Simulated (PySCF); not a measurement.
Atoms are numbered as in `[CH3:1][C@@H:2]([Cl:3])[GeH3:4]`. Each H is labelled by its parent atom.

Geometry: PBE0-D3(BJ)/def2-SVP; GIAO shifts from PySCF, gas phase, non-relativistic, averaged over equivalent atoms.

At PBE0/pcSseg-1 (134 basis functions, 14 s wall time on 1 thread of an x86-64 server CPU, shared host):
```json
{"atoms": "C2", "δ (ppm)": "46.4"}
{"atoms": "C1", "δ (ppm)": "25.2"}
{"atoms": "Cl3", "δ (ppm)": "145.1"}
{"atoms": "Ge4", "δ (ppm)": "-189.0"}
{"atoms": "H(Ge4)", "δ (ppm)": "4.03"}
{"atoms": "H(C2)", "δ (ppm)": "3.49"}
{"atoms": "H(C1)", "δ (ppm)": "1.59"}
```

Referencing at the same level of theory: $^{13}$C (184.41 ppm), $^{1}$H (31.27 ppm) against TMS; $^{35}$Cl (943.27 ppm) against HCl; GeMe4 for $^{73}$Ge (1330.28 ppm).

**Question.** What do these become at CAM-B3LYP/pcSseg-2?

**Answer.** 
| atoms | δ at CAM-B3LYP/pcSseg-2 | change |
| --- | --- | --- |
| C2 | 47.4 | +1.0 |
| C1 | 25.8 | +0.6 |
| Cl3 | 150.1 | +5.0 |
| Ge4 | -186.0 | +3.0 |
| H(Ge4) | 4.00 | -0.03 |
| H(C2) | 3.56 | +0.07 |
| H(C1) | 1.58 | -0.01 |

Referencing at the same level of theory: $^{13}$C (182.55 ppm), $^{1}$H (31.34 ppm) vs TMS; $^{35}$Cl (934.42 ppm) vs HCl; GeMe4 for $^{73}$Ge (1313.26 ppm).

The largest change is at Cl3 (chlorine bonded to C). Cost: 276 basis functions, 51 s wall time on 1 thread of an x86-64 server CPU, shared host.

Relativistic effects, spin–orbit coupling among them, are left out; they matter for Ge and for the light atoms bonded to it. Carbons that carry Cl, above all several Cl atoms, come out too deshielded, partly because spin–orbit coupling is missing.
